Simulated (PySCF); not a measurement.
Molfile (atoms numbered from 1):
```
C7H12BF
     RDKit          3D

 21 21  0  0  0  0  0  0  0  0999 V2000
    2.7392    0.2145   -0.2192 C   0  0  0  0  0  0  0  0  0  0  0  0
    1.4072    0.3053   -0.3499 C   0  0  0  0  0  0  0  0  0  0  0  0
    0.4070   -0.0676    0.7178 C   0  0  2  0  0  0  0  0  0  0  0  0
    0.6579   -1.6086    0.4910 B   0  0  0  0  0  0  0  0  0  0  0  0
   -0.5208   -2.1421   -0.3996 C   0  0  0  0  0  0  0  0  0  0  0  0
   -1.2874   -0.8942   -0.8057 C   0  0  1  0  0  0  0  0  0  0  0  0
   -2.6379   -1.1156   -0.9822 F   0  0  0  0  0  0  0  0  0  0  0  0
   -1.0527    0.1453    0.2960 C   0  0  2  0  0  0  0  0  0  0  0  0
   -1.4667    1.5550   -0.0869 C   0  0  0  0  0  0  0  0  0  0  0  0
    3.4077    0.4712   -1.0446 H   0  0  0  0  0  0  0  0  0  0  0  0
    3.2023   -0.0946    0.7229 H   0  0  0  0  0  0  0  0  0  0  0  0
    1.0106    0.6033   -1.3276 H   0  0  0  0  0  0  0  0  0  0  0  0
    0.6755    0.3716    1.6888 H   0  0  0  0  0  0  0  0  0  0  0  0
    1.5517   -2.2518    0.9836 H   0  0  0  0  0  0  0  0  0  0  0  0
   -1.1380   -2.6916    0.3438 H   0  0  0  0  0  0  0  0  0  0  0  0
   -0.3145   -2.8538   -1.2116 H   0  0  0  0  0  0  0  0  0  0  0  0
   -0.9072   -0.5138   -1.7723 H   0  0  0  0  0  0  0  0  0  0  0  0
   -1.6843   -0.1850    1.1410 H   0  0  0  0  0  0  0  0  0  0  0  0
   -0.8581    1.9462   -0.9182 H   0  0  0  0  0  0  0  0  0  0  0  0
   -2.5193    1.5703   -0.4074 H   0  0  0  0  0  0  0  0  0  0  0  0
   -1.3586    2.2488    0.7604 H   0  0  0  0  0  0  0  0  0  0  0  0
  1  2  2  0
  2  3  1  0
  3  4  1  0
  4  5  1  0
  5  6  1  0
  6  7  1  0
  6  8  1  0
  8  9  1  0
  8  3  1  0
  1 10  1  0
  1 11  1  0
  2 12  1  0
  3 13  1  1
  4 14  1  0
  5 15  1  0
  5 16  1  0
  6 17  1  6
  8 18  1  1
  9 19  1  0
  9 20  1  0
  9 21  1  0
M  END
```

Geometry: PBE0-D3(BJ)/def2-SVP; GIAO absolute shieldings from PySCF 2.14.0 with density-fitted response routines, gas phase, non-relativistic, averaged over equivalent atoms.

At wB97X-D/pcSseg-1 (213 basis functions, 42 s wall time on 1 thread of an Arm Neoverse V2, shared host):
| atoms | σ (ppm) |
| --- | --- |
| C1 | 45.9 |
| C2 | 54.4 |
| C6 | 85.1 |
| C3 | 139.3 |
| C8 | 141.2 |
| C5 | 149.6 |
| C9 | 169.1 |
| B4 | 43.8 |
| F7 | 389.1 |
| H14 | 25.47 |
| H10 | 25.47 |
| H11 | 25.87 |
| H12 | 26.17 |
| H17 | 27.07 |
| H13 | 28.73 |
| H16 | 29.23 |
| H18 | 29.62 |
| H19/H20/H21 | 30.09 |
| H15 | 30.49 |

Predict the values at PBE0/pcSseg-1 on the same geometry.

## Answers


```
      atoms  σ at PBE0/pcSseg-1  change
         C1                45.5    -0.4
         C2                56.1    +1.7
         C6                84.9    -0.2
         C3               136.8    -2.5
         C8               140.5    -0.7
         C5               148.1    -1.5
         C9               169.2    +0.1
         B4                41.6    -2.2
         F7               385.1    -4.0
        H14               25.24   -0.23
        H10               25.31   -0.16
        H11               25.72   -0.15
        H12               26.03   -0.14
        H17               26.91   -0.16
        H13               28.49   -0.24
        H16               29.04   -0.19
        H18               29.43   -0.19
H19/H20/H21               29.98   -0.11
        H15               30.33   -0.16
```

The largest change is at F7 (fluorine on an sp3 carbon). Cost: 213 basis functions, 42 s wall time on 1 thread of an Arm Neoverse V2, shared host. The order of the carbon signals is the same at both levels.

A carbon bonded to boron is broadened by the quadrupolar boron nucleus and is often missing from a measured spectrum.
